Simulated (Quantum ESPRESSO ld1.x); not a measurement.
Values are calculated unless marked as measured or tabulated.
Problem. Radial electron density D(r) = 4 pi r^2 rho(r) of an atom or ion with 17 electrons. Level of theory: Dirac Kohn-Sham, PBE, spin-unpolarised, spherical densities, point nucleus (ld1.x of Quantum ESPRESSO 7.5).

r (bohr)  D(r) (e/bohr)
0.00275           5.735
0.003413          8.144
0.00427           11.54
0.005299          15.87
0.00663           21.59
0.008228          28.25
0.01029           36.06
0.01278           43.77
0.01598           50.80
0.01984           55.29
0.02462           56.47
0.0308            54.18
0.03823           50.42
0.04783           48.54
0.05936           51.81
0.07426           59.95
0.09216           66.44
0.1153            63.33
0.1431            48.84
0.179             31.08
0.2222            23.21
0.278             25.20
0.345             25.37
0.4282            17.34
0.5357            6.913
0.6649            1.579
0.8318           0.1640
1.032          0.007799

What is the nuclear charge?

Solution. Z = 44. The innermost maximum, from 1s, lies near gamma/Z bohr with gamma = sqrt(1 - (Z/c)^2) = 0.947, here 0.0215 bohr (found: 0.0237), and its height grows with Z. The density is that of the ruthenium ion Ru27+ in [Ne] 3s1.5 3p5.5; the configuration itself is not fixed sharply by these data, and Z only to a few units. D(r) has 3 maxima, at r = 0.0237, 0.0983, 0.313 bohr, and minima at 0.0471, 0.231 bohr, inside which lie 2.06, 10.48 electrons.
